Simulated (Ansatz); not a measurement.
Ansatz (a quantum-chemistry and plane-wave program) input (CCSD(T)/def2-QZVPPD):
A basis named .json is the Basis Set Exchange file of that set.

Ansatz 0.2 input:
```yaml
crystal:
  periodic: [false, false, false]
  atoms:
    - {symbol: Rb, position_ang: [-0.00000000, -0.00000000, -2.05688587]}
    - {symbol: I, position_ang: [0.00000000, 0.00000000, 1.43593919]}
basis:
  gaussian:
    orbitals: def2-QZVPPD.json
total_charge: -1
magnetization: {spin_polarized: true, initial_magnetization: 1}
correlation: {method: ccsd_t, electrons: outside_noble_gas}
```

End of the output:

```
reference -8723.44217385 eV, -320.5805869273 hartree; 5, 4 occupied and 136, 137 virtual orbitals, 951 factors
second order -4.53943101 eV of doubles, -0.00000000 eV of singles
coupled cluster: 1.33 GiB planned
cycle   1  -4.93369722 eV  change   -1.6e-1 eV  update   1.5e-2
cycle   2  -4.93926616 eV  change   -5.6e-3 eV  update   5.7e-3
cycle   3  -4.93914753 eV  change    1.2e-4 eV  update   3.3e-3
cycle   4  -4.93893446 eV  change    2.1e-4 eV  update   1.6e-3
cycle   5  -4.93917414 eV  change   -2.4e-4 eV  update   7.2e-4
cycle   6  -4.93922258 eV  change   -4.8e-5 eV  update   3.6e-4
cycle   7  -4.93919914 eV  change    2.3e-5 eV  update   1.6e-4
cycle   8  -4.93920881 eV  change   -9.7e-6 eV  update   5.2e-5
cycle   9  -4.93921000 eV  change   -1.2e-6 eV  update   1.7e-5
cycle  10  -4.93920624 eV  change    3.8e-6 eV  update   5.0e-6
perturbative correction -0.22226716 eV, -0.0081681673 hartree
Total energy: -8728.60364724 eV, -320.7702675759 hartree
```
